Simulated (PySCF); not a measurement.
Working with the constants of SnF⁺

RHF-CCSD(T) constants of SnF⁺, ¹Σ⁺ (singlet), closed shell (Sn def2-TZVPPD with ECP28, F def2-TZVPPD; scalar-relativistic core potentials (PySCF 2.14); masses 119.9022 and 18.9984 u):

| Item | Value |
| --- | --- |
| ωe | 692.7 cm⁻¹ |
| ωexe | 2.7 cm⁻¹ |
| Be | 0.29245 cm⁻¹ |
| αe | 0.00167 cm⁻¹ |
| D (centrifugal) | 2.09e-07 cm⁻¹ |
| De to Sn⁺ + F | 5.08 eV |

Task: Estimate the standard entropy (1 bar) and heat capacity of the ideal gas at 500 K, rigid rotor with B0 and harmonic oscillator at the fundamental.

Result: Translation (Sackur–Tetrode, M = 138.90 u): 181.1 J/(mol K). Rotation: q = kT/(σB0) = 1190 with σ = 1, 67.2. Vibration: x = hcν0/kT = 1.98, 3.88. S° = 252.2 J/(mol K); Cp = 7R/2 + 6.06 = 35.2 J/(mol K).

Correlated steps freeze 5 core orbitals. Spin–orbit coupling is left out, which matters for elements this heavy, above all for dissociation energies. For an ion De counts to the pair picked by the measured ionisation energies or electron affinities, which need not be the lowest pair at this level. Where the molecule has an RHF reference, its open-shell atoms are computed with UHF.
